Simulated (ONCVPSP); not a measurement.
# What one change does to a pseudopotential (tin, ONCV)

* Element: Sn (Z = 50)
* Generator: ONCVPSP 4.0.1
* Type: optimised norm-conserving Vanderbilt (ONCV)
* Functional: BLYP
* Relativity: scalar-relativistic
* Frozen core: [Kr]
* Valence charge: 14
* Reference configuration: 4d10 5s2 5p2
* Partial waves: 5s: rc 1.80 bohr, ncon 3, nbas 7, qcut 2.9 1/bohr, 1 projector; 5p: rc 2.70 bohr, ncon 3, nbas 6, qcut 2.6 1/bohr, 2 projectors, debl 3 Ha; 4d: rc 1.45 bohr, ncon 4, nbas 8, qcut 9.2 1/bohr, 1 projector
* Local potential: polynomial inside 1.15 bohr (lpopt 5, dvloc0 2 Ha)
* Core correction: none

Change: d: qcut 10.8.

Cutoffs: the cutoffs (Ha) at which the residual kinetic energy of the hardest occupied pseudo-wave falls to 1 and 0.1 mHa per electron; they do not see the model core or the augmentation charge, which bear on the density cutoff. Errors are all-electron minus pseudo energies relative to the spin-unpolarised reference configuration.

Q: Predict the effect on cutoff, ghosts and configuration errors.

A: The potential gets harder (36 Ha and 41 Ha → 41 Ha and 47 Ha); both files keep a bound ghost (s); the errors of the 4 common tests hardly move. The waves are optimised to have the least kinetic energy above qcut, so the cutoff follows it (qcut²/2 in Ha).

```csv
quantity,base,changed
"cutoff, loose",36 Ha,41 Ha
"cutoff, tight",41 Ha,47 Ha
loose cutoff by channel,"s 14 Ha, p 1.9 Ha, d 36 Ha","s 14 Ha, p 1.9 Ha, d 41 Ha"
bound ghosts,s,s
GHOST(+) flags under 300 eV,p at 49.2 eV,p at 49.2 eV
"error for 4d10 5s2 5p1, meV [ΔE 6.80 eV]",-1.0,-1.0
"error for 4d10 5s2 5p0, meV [ΔE 20.78 eV]",-10,-11
"error for 4d10 5s1 5p0, meV [ΔE 51.87 eV]",-8.9,-9.5
"error for 4d9 5s2 5p3, meV [ΔE 24.36 eV]",-94,-101
s: phases at 1.82 bohr within 0.05 rad from the reference energy up to (Ha; the scan ends near 5),1.3,1.3
p: phases at 2.74 bohr within 0.05 rad from the reference energy up to (Ha; the scan ends near 5),1.5,1.5
d: phases at 1.47 bohr within 0.05 rad from the reference energy up to (Ha; the scan ends near 5),2.9,3.3
```

 A true bound ghost makes a file unfit for plane-wave use even where its test errors are small: the radial tests pick states by their node count and pass the ghost by.
